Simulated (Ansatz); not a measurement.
Start from `Cl[SiH2][SeH]` and change one atom or group to get `Cl[SiH2]Br`.

Ansatz, PBE0-D4/def2-TZVP geometries, multiplicity 1. Each molecule was computed in one conformer, which needn't be the lowest.

Scalar relativity is left out up to krypton.

| property | `Cl[SiH2][SeH]` |
| --- | --- |
| HOMO energy (B3LYP/def2-TZVPP) / eV | -7.09 |
| HOMO energy (PBE/def2-TZVPP) / eV | -6.17 |
| HOMO–LUMO gap (ωB97M-V/def2-TZVPP) / eV | 10.99 |
| HOMO–LUMO gap (B3LYP/def2-TZVPP) / eV | 6.51 |
| LUMO energy (PBE0/def2-TZVPP) / eV | -0.37 |
| HOMO energy (PBE0/def2-TZVPP) / eV | -7.34 |

(1) Give the same properties after the change, and the shifts. (Estimate.)

Results:

(1) Computed: 
```tsv
property	`Cl[SiH2]Br`	shift
HOMO energy (B3LYP/def2-TZVPP) / eV	-8.45	-1.36
HOMO energy (PBE/def2-TZVPP) / eV	-7.41	-1.24
HOMO–LUMO gap (ωB97M-V/def2-TZVPP) / eV	12.48	1.49
HOMO–LUMO gap (B3LYP/def2-TZVPP) / eV	7.89	1.38
LUMO energy (PBE0/def2-TZVPP) / eV	-0.33	0.04
HOMO energy (PBE0/def2-TZVPP) / eV	-8.70	-1.36
```

The zero-point energy changes by -18.0 kJ/mol with -3 modes.

B3LYP here is the variant with VWN-RPA as its local correlation; programs differ in this.

Spin–orbit coupling is left out; it splits and shifts lone-pair levels of the heavy atoms by tenths of an eV.
